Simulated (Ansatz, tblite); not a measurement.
Isomers of Al5F3⁺ (doublet), found by a short tight-binding search and relaxed with PBE-D4/def2-SVP in Ansatz.

The xTB rows come from tblite.

Run but left out: HF/def2-SVP, MP2/def2-SVP, CCSD/def2-SVP, CCSD(T)/def2-SVP (A: ⟨S²⟩ 1.44, where a pure state has 0.75).

Other spin states weren't relaxed.

A:

```xyz
8

Al    0.9666   -0.0167    1.3039
Al   -1.6232    0.9868    1.3539
Al    2.5898    0.9199   -1.8703
Al   -0.8669   -0.0851   -1.1849
Al   -1.4931   -2.0589    0.7081
F    -2.3808   -0.6962    1.6811
F     2.1637    0.5667    0.0675
F     0.6439    0.3835   -2.0593
```

B:

```xyz
8

Al   -0.247   -1.969    0.312
Al   -1.797    0.245   -0.547
Al   -0.055   -0.630   -2.263
Al    0.737    0.677    0.078
Al   -1.177    2.709    1.522
F     0.592   -2.167   -1.378
F     0.685    1.964    1.338
F     1.262   -0.828    0.939
```

C:

```xyz
8

Al    1.249   -1.141    1.746
Al    0.083    3.164   -1.248
Al   -0.908    0.967    0.918
Al    1.302   -0.046   -0.763
Al   -0.903   -1.745   -0.564
F    -0.036   -2.328    1.016
F     1.173    1.629   -1.591
F    -1.959   -0.502    0.487
```

Estimate which lies lowest at each level, and how far above it the others are (kJ/mol).


```csv
level,A,B,C
GFN1-xTB,0.0,106.3,30.4
GFN2-xTB,3.6,0.0,7.6
PBE-D4/def2-TZVP,6.1,0.0,20.5
revPBE-D4/def2-TZVP,0.8,0.0,16.5
BLYP-D4/def2-TZVP,0.0,26.2,19.7
r2SCAN-D4/def2-TZVP,19.3,0.0,34.9
PBE0-D4/def2-TZVP,5.7,0.0,24.8
```
Point groups (tolerance 0.1 Å): A not assigned, B not assigned, C not assigned. Lower isomers may exist.
